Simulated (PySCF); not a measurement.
BrCl₂Si, multiplicity 2. Atoms are numbered in the order given.

```xyz
4

Si    -0.5150    -0.5780     0.0000
Br     1.6311     0.0710     0.0000
Cl    -1.4671     0.1649     1.6883
Cl    -1.4671     0.1649    -1.6883
```
Charge 0, spin multiplicity 2.

Geometry: B3LYP-D3(BJ)/def2-SVP.

Calculation: B3LYP-D3(BJ)/def2-SVP (PySCF).

Frequencies are harmonic and unscaled.

```csv
mode,ν (cm⁻¹),IR (km/mol),moving atoms (share of kinetic energy)
1,131,0.8,"Cl 65 %, Br 21 %, Si 14 %"
2,142,0.9,"Cl 68 %, Br 29 %"
3,209,4.3,"Cl 58 %, Si 33 %, Br 9 %"
4,392,35.7,"Si 63 %, Br 19 %, Cl 18 %"
5,527,138.6,"Si 63 %, Cl 34 %"
6,572,151.4,"Si 64 %, Cl 36 %"
```
